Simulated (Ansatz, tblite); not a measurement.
Spin states of Al3Si (the lowest doublet isomer of a short search), each relaxed with PBE0-D4/def2-TZVP in Ansatz. Electronic energies in the gas phase.

The xTB rows come from tblite. Correlated methods freeze 20 core orbitals. The structure comes from a short search, and lower isomers may exist.

Doublet geometry (C2v within 0.1 Å):

```xyz
4

Al   -0.259    1.260   -0.606
Al    1.492    0.793    1.194
Al   -1.464   -0.931   -1.128
Si    0.231   -1.122    0.539
```

Quartet geometry (C2v within 0.1 Å):

| atom | x (Å) | y (Å) | z (Å) |
| --- | --- | --- | --- |
| Al1 | 1.233 | -0.334 | 0.432 |
| Al2 | 0.266 | 2.208 | 0.495 |
| Al3 | -0.534 | -2.135 | -0.588 |
| Si4 | -0.964 | 0.262 | -0.338 |

⟨S²⟩: doublet 0.77 at PBE0-D4/def2-TZVP (pure 0.75), quartet 3.77 at PBE0-D4/def2-TZVP (pure 3.75).

Run but left out: HF/STO-3G, HF/def2-TZVP, HF/def2-TZVPP, LC-ωPBE/def2-TZVP, MP2/def2-TZVP, MP2/def2-TZVPP, CCSD/def2-TZVPP, CCSD(T)/def2-TZVPP (doublet: ⟨S²⟩ 1.33 to 2.06, where a pure state has 0.75).

Only these spin states were relaxed.

(1) Estimate which spin state lies lowest at each of these levels, and by how much: GFN2-xTB; PBE-D4/def2-TZVP; revPBE-D4/def2-TZVP; BLYP-D4/def2-TZVP; r2SCAN-D4/def2-TZVP; B97M-V/def2-TZVP; PBE0-D4/def2-TZVP; ωB97M-V/def2-TZVP; RPA@PBE/def2-TZVP.

Results:

(1) 
| level | quartet − doublet (kJ/mol) | lowest of these |
| --- | --- | --- |
| GFN2-xTB | 47.6 | doublet |
| PBE-D4/def2-TZVP | 27.1 | doublet |
| revPBE-D4/def2-TZVP | 24.9 | doublet |
| BLYP-D4/def2-TZVP | 30.0 | doublet |
| r2SCAN-D4/def2-TZVP | 20.4 | doublet |
| B97M-V/def2-TZVP | 31.1 | doublet |
| PBE0-D4/def2-TZVP | 17.1 | doublet |
| ωB97M-V/def2-TZVP | 21.6 | doublet |
| RPA@PBE/def2-TZVP | 27.7 | doublet |

Change of the quartet − doublet gap on mixing in exact exchange, in kJ/mol: PBE to PBE0 (25 % exact exchange) -10.0. The xTB methods have no spin-polarisation term.
